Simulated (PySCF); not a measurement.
H2Cl3FSi2, SMILES F[SiH2][Si](Cl)(Cl)Cl, PBE0/def2-SVP optimised geometry.

```
8

Si    -1.56    -1.99    -1.92
F     -1.05    -3.54    -1.97
Si    -0.69    -0.97     0.00
Cl    -1.35    -1.90     1.71
Cl     1.36    -0.97     0.00
Cl    -1.36     0.97     0.00
H     -3.04    -1.97    -1.86
H     -1.05    -1.28    -3.12
```

Density from PBE0/def2-TZVP (PySCF) at that geometry.

Minimum of the electron density along straight lines between bonded atoms, close to the bond critical point (lines longer than 1.1 times the sum of covalent radii, or with two minima, are not listed):

```json
[
 {"bond": "Si1–F2", "length / Å": "1.626", "ρ at the minimum / e bohr⁻³": "0.130", "∇²ρ there / e bohr⁻⁵": "0.88", "position (fraction from the first atom)": "0.42"},
 {"bond": "Si1–Si3", "length / Å": "2.336", "ρ at the minimum / e bohr⁻³": "0.099", "∇²ρ there / e bohr⁻⁵": "-0.16", "position (fraction from the first atom)": "0.37"},
 {"bond": "Si3–Cl4", "length / Å": "2.054", "ρ at the minimum / e bohr⁻³": "0.101", "∇²ρ there / e bohr⁻⁵": "0.21", "position (fraction from the first atom)": "0.36"},
 {"bond": "Si3–Cl5", "length / Å": "2.054", "ρ at the minimum / e bohr⁻³": "0.101", "∇²ρ there / e bohr⁻⁵": "0.21", "position (fraction from the first atom)": "0.36"},
 {"bond": "Si3–Cl6", "length / Å": "2.060", "ρ at the minimum / e bohr⁻³": "0.100", "∇²ρ there / e bohr⁻⁵": "0.22", "position (fraction from the first atom)": "0.36"},
 {"bond": "Si1–H7", "length / Å": "1.489", "ρ at the minimum / e bohr⁻³": "0.123", "∇²ρ there / e bohr⁻⁵": "0.14", "position (fraction from the first atom)": "0.49"},
 {"bond": "Si1–H8", "length / Å": "1.489", "ρ at the minimum / e bohr⁻³": "0.124", "∇²ρ there / e bohr⁻⁵": "0.14", "position (fraction from the first atom)": "0.49"}
]
```
